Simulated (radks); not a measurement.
Results of a calculation; reference values are marked as such.
Task: The rubidium ion Rb4+, [Ar] 3d10 4s2 4p3. Code: a radial shooting solver on a logarithmic mesh with Libxc functionals. Model: non-relativistic Kohn-Sham, PBE, spin-polarised, spherical densities, point nucleus. Every spin shell is full or empty, so the densities are truly spherical. Functionals are evaluated on that one density, not self-consistently. Rank these exchange functionals by their error against the exact value of the orbitals, and give that value: LDA, B88, PW86, WC, AM05, EV93, SCAN, r2SCAN, Tao-Mo, TASK, MVS.

Result: Exact: -96.4884 hartree. From best to worst, with 100 (|E| - |E exact|)/|E exact| (equal figures are ties): EV93 +0.01, PW86 +0.02, r2SCAN -0.03, MVS +0.04, B88 +0.07, SCAN +0.25, Tao-Mo -0.68, WC -0.97, TASK -2.40, AM05 -5.06, LDA -5.52.
